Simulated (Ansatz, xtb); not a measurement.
**C5H3FO3: which of two isomers lies lower**

Structure I is `O=C1CC=C(F)C(=O)O1`, a singlet and structure II is `O=c1cc(O)cc(F)o1`, a singlet. Both are isolated molecules in the gas phase, relaxed with PBE0-D3(BJ)/def2-SVP; the shapes shown needn't be the lowest conformers.

I (Å):

```yaml
atoms:
  - { symbol: C, position_ang: [-1.1323, 2.1798, -0.6962] }
  - { symbol: C, position_ang: [0.3567, 1.9892, -0.8597] }
  - { symbol: C, position_ang: [1.1312, 1.7872, 0.3910] }
  - { symbol: C, position_ang: [0.5226, 1.7802, 1.5764] }
  - { symbol: C, position_ang: [-0.9377, 1.9686, 1.7348] }
  - { symbol: F, position_ang: [1.1657, 1.6051, 2.7137] }
  - { symbol: O, position_ang: [-1.8748, 2.3499, -1.6090] }
  - { symbol: O, position_ang: [-1.5044, 1.9669, 2.7804] }
  - { symbol: O, position_ang: [-1.6447, 2.1538, 0.5750] }
  - { symbol: H, position_ang: [0.4914, 1.1411, -1.5531] }
  - { symbol: H, position_ang: [0.7266, 2.8652, -1.4201] }
  - { symbol: H, position_ang: [2.2132, 1.6427, 0.3392] }
```

II (Å):

```xyz
12

C    -1.5639    1.9947   -0.3699
C    -0.2560    1.5465   -0.7411
C     0.8205    1.6737    0.1017
C     0.6721    2.2645    1.3939
C    -0.5752    2.6774    1.7144
F    -0.8599    3.2349    2.8600
O    -2.5892    1.9580   -0.9772
O     2.0509    1.2695   -0.2073
O    -1.6234    2.5761    0.9457
H    -0.1654    1.0987   -1.7317
H     2.0550    0.8860   -1.0929
H     1.5095    2.3759    2.0783
```

Quicker runs give these differences E(II) − E(I): GFN2-xTB −8.43 kcal/mol; HF/STO-3G +3.61 kcal/mol (at GFN2-xTB geometries); r2SCAN-D4/def2-SVP −2.56 kcal/mol (at GFN2-xTB geometries).

Task: Which of the two would you expect CCSD(T)/def2-SVP + ΔMP2/def2-TZVPP electronic energies to favour?

Result: Too close to call at this level: CCSD(T)/def2-SVP + ΔMP2/def2-TZVPP gives E(II) − E(I) = +1.31 kcal/mol.

The same difference at several levels:

| level | geometry | E(II) − E(I) (kcal/mol) | departure from the last row (kcal/mol) | job, with rough time for the two |
| --- | --- | --- | --- | --- |
| GFN2-xTB | GFN2-xTB | −8.43 | −9.74 | optimisation, 0.11 s |
| HF/STO-3G | GFN2-xTB | +3.61 | +2.30 | single point, 0.38 s |
| r2SCAN-D4/def2-SVP | GFN2-xTB | −2.56 | −3.86 | single point, 3.3 s |
| PBE0-D3(BJ)/def2-SVP | PBE0-D3(BJ)/def2-SVP | −1.94 | −3.25 | optimisation, 25 s |
| HF/def2-SVP | PBE0-D3(BJ)/def2-SVP | +2.57 | +1.26 | part of the CCSD(T) run |
| MP2/def2-SVP | PBE0-D3(BJ)/def2-SVP | +1.19 | −0.12 | part of the CCSD(T) run |
| CCSD(T)/def2-SVP | PBE0-D3(BJ)/def2-SVP | +3.58 | +2.28 | single point |
| CCSD(T)/def2-SVP + ΔMP2/def2-TZVPP | PBE0-D3(BJ)/def2-SVP | +1.31 |  | single point, 85 s |

As drawn, II has 1 C=C, 1 C–O, 1 O–H in place of 1 C=O, 1 C–C, 1 C–H.

GFN2-xTB, r2SCAN-D4/def2-SVP, PBE0-D3(BJ)/def2-SVP put the two in the other order. The largest departure from CCSD(T)/def2-SVP + ΔMP2/def2-TZVPP is that of GFN2-xTB, 9.74 kcal/mol. The last row adds to CCSD(T) the change of the MP2 difference between the two basis sets, here −2.28 kcal/mol.

With thermal terms from frequencies at re-optimised GFN2-xTB minima (ideal gas, soft modes damped towards free rotors, one conformer each, 298.15 K, 1 atm): on the last row, ΔE + ΔZPE = +1.73, ΔH = +1.51, ΔG = +2.20 kcal/mol.

The correlated steps freeze 9 core orbitals. Run with Ansatz 0.2.0, xtb 6.7.1; the last row on 4 threads of Arm Neoverse V2 on a shared host.
